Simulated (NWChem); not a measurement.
Program: NWChem. System: C2H6Si2, charge 0, spin multiplicity 1, displaced from the optimised geometry. The structure started from a generated list of species. Level: PBE0/def2-SVP.

Job file:

```
start mol
memory heap 200 mb stack 800 mb global 1000 mb
geometry units angstroms nocenter noautoz
  C      0.692712     0.000000     1.299584
  C     -0.692712     0.000000     1.299584
  Si    -1.200842     0.000000    -0.568472
  Si     1.200842     0.000000    -0.568472
  H      1.305124     0.000000     2.238255
  H     -1.305124     0.000000     2.238255
  H     -1.968446     1.230870    -1.038574
  H     -1.968446    -1.230870    -1.038574
  H      1.968446    -1.230870    -1.038574
  H      1.968446     1.230870    -1.038574
  symmetry group C2v
end
basis spherical
  * library def2-svp
end
dft
  xc pbe0
  semidirect memsize 60000000 filesize 0
  iterations 100
  vectors input hcore
end
task dft gradient
```

Part of the output:

```
             Northwest Computational Chemistry Package (NWChem) 7.3.0
             --------------------------------------------------------

                                NWChem Input Module
                                -------------------

 Scaling coordinates for geometry "geometry" by  1.889725989
 (inverse scale =  0.529177249)

 Turning off AUTOSYM since
 SYMMETRY directive was detected!

                             Geometry "geometry" -> ""
                             -------------------------

 Output coordinates in angstroms (scale by  1.889725989 to convert to a.u.)

  No.       Tag          Charge          X              Y              Z
 ---- ---------------- ---------- -------------- -------------- --------------
    1 C                    6.0000     0.69271200     0.00000000     1.29958400
    2 C                    6.0000    -0.69271200     0.00000000     1.29958400
    3 Si                  14.0000    -1.20084200     0.00000000    -0.56847200
    4 Si                  14.0000     1.20084200     0.00000000    -0.56847200
    5 H                    1.0000     1.30512400     0.00000000     2.23825500
    6 H                    1.0000    -1.30512400     0.00000000     2.23825500
    7 H                    1.0000    -1.96844600     1.23087000    -1.03857400
    8 H                    1.0000    -1.96844600    -1.23087000    -1.03857400
    9 H                    1.0000     1.96844600    -1.23087000    -1.03857400
   10 H                    1.0000     1.96844600     1.23087000    -1.03857400

 Effective nuclear repulsion energy (a.u.)     191.9847722602

            Nuclear Dipole moment (a.u.)
            ----------------------------
        X                 Y               Z
 ---------------- ---------------- ----------------
     0.0000000000     0.0000000000     0.0000113384

      Symmetry information
      --------------------

 Group name             C2v
 Group number             16
 Group order               4
 No. of unique centers     4

      Symmetry unique atoms

     1    3    5    7


 Summary of "ao basis" -> "" (spherical)
 ------------------------------------------------------------------------------
[...]
          AO basis - number of functions:    94
                     number of shells:    46
          Convergence on energy requested:  1.00D-06
          Convergence on density requested:  1.00D-05
          Convergence on gradient requested:  5.00D-04

              XC Information
              --------------
                         PBE0 Method XC Functional
                     Hartree-Fock (Exact) Exchange  0.250
          PerdewBurkeErnzerhof Exchange Functional  0.750
            Perdew 1991 LDA Correlation Functional  1.000 local
           PerdewBurkeErnz. Correlation Functional  1.000 non-local

             Grid Information
             ----------------
          Grid used for XC integration:  medium
          Radial quadrature: Mura-Knowles
          Angular quadrature: Lebedev.
          Tag              B.-S. Rad. Rad. Pts. Rad. Cut. Ang. Pts.
          ---              ---------- --------- --------- ---------
          C                   0.70       49          10.0       434
          Si                  1.10       88          10.0       590
          H                   0.35       45          12.0       434
          Grid pruning is: on
          Number of quadrature shells:   227
          Spatial weights used:  Erf1

          Convergence Information
          -----------------------
          Convergence aids based upon iterative change in
          total energy or number of iterations.
          Levelshifting, if invoked, occurs when the
          HOMO/LUMO gap drops below (HL_TOL):  1.00D-02
          DIIS, if invoked, will attempt to extrapolate
          using up to (NFOCK): 10 stored Fock matrices.

                    Damping( 0%)  Levelshifting(0.5)       DIIS
                  --------------- ------------------- ---------------
          dE  on:    start            ASAP                start
          dE off:    2 iters        100 iters           100 iters

      Screening Tolerance Information
      -------------------------------
          Density screening/tol_rho:  1.00D-10
          AO Gaussian exp screening on grid/accAOfunc:  14
          CD Gaussian exp screening on grid/accCDfunc:  20
          XC Gaussian exp screening on grid/accXCfunc:  20
          Schwarz screening/accCoul:  1.00D-08

                            NWChem DFT Gradient Module
                            --------------------------

  charge          =   0.00
  wavefunction    = closed shell

  Using symmetry

                         DFT ENERGY GRADIENTS

    atom               coordinates                        gradient
                 x          y          z           x          y          z
   1 C       1.309036   0.000000   2.455858    0.020141   0.000000   0.002372
   2 C      -1.309036   0.000000   2.455858   -0.020141   0.000000   0.002372
   3 Si     -2.269262   0.000000  -1.074256   -0.005386   0.000000  -0.008258
   4 Si      2.269262   0.000000  -1.074256    0.005386   0.000000  -0.008258
   5 H       2.466327   0.000000   4.229689    0.007765   0.000000   0.011910
   6 H      -2.466327   0.000000   4.229689   -0.007765   0.000000   0.011910
   7 H      -3.719824   2.326007  -1.962620   -0.004985   0.007414  -0.003012
   8 H      -3.719824  -2.326007  -1.962620   -0.004985  -0.007414  -0.003012
   9 H       3.719824  -2.326007  -1.962620    0.004985  -0.007414  -0.003012
  10 H       3.719824   2.326007  -1.962620    0.004985   0.007414  -0.003012

                 ----------------------------------------
                 |  Time  |  1-e(secs)   |  2-e(secs)   |
                 ----------------------------------------
                 |  CPU   |       0.00   |       1.09   |
                 ----------------------------------------
                 |  WALL  |       0.00   |       1.09   |
                 ----------------------------------------

 Task  times  cpu:        3.9s     wall:        3.9s

 Total times  cpu:        3.9s     wall:        3.9s
```
